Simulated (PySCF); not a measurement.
All values below come from PBE-D3(BJ)/def2-TZVP // PBE0-D3(BJ)/def2-SVP (PySCF). All species are isolated molecules in the gas phase. One relaxed conformer stands for a flexible species; it need not be the lowest. Excitations are Tamm–Dancoff values on a coarser integration grid. The basis has no diffuse functions, so Rydberg states are missing or too high.

Reference species (SMILES): `C[O][Sn]([Cl])([Cl])[Cl]` (neutral, multiplicity 1).

```json
{
 "S1 oscillator strength": "0.005",
 "HOMO–LUMO gap": "3.17 eV",
 "T1 excitation (TDA)": "3.03 eV"
}
```

Changed species: `C[O][Sn]([Cl])([Cl])[O]C` (C–O–Sn–Cl torsion 65°, Cl–Sn–O–C torsion -168°) (2 of 4 Cl replaced by OCH3; the reference has 1 of 4 Cl replaced by OCH3).

Question: Predict the effect on the S1 oscillator strength, HOMO–LUMO gap and T1 excitation (TDA).

Answer: the S1 oscillator strength is nearly the same; the HOMO–LUMO gap rises by 0.19 eV, to 3.36 eV; the T1 excitation (TDA) goes up by 0.18 eV, to 3.21 eV.
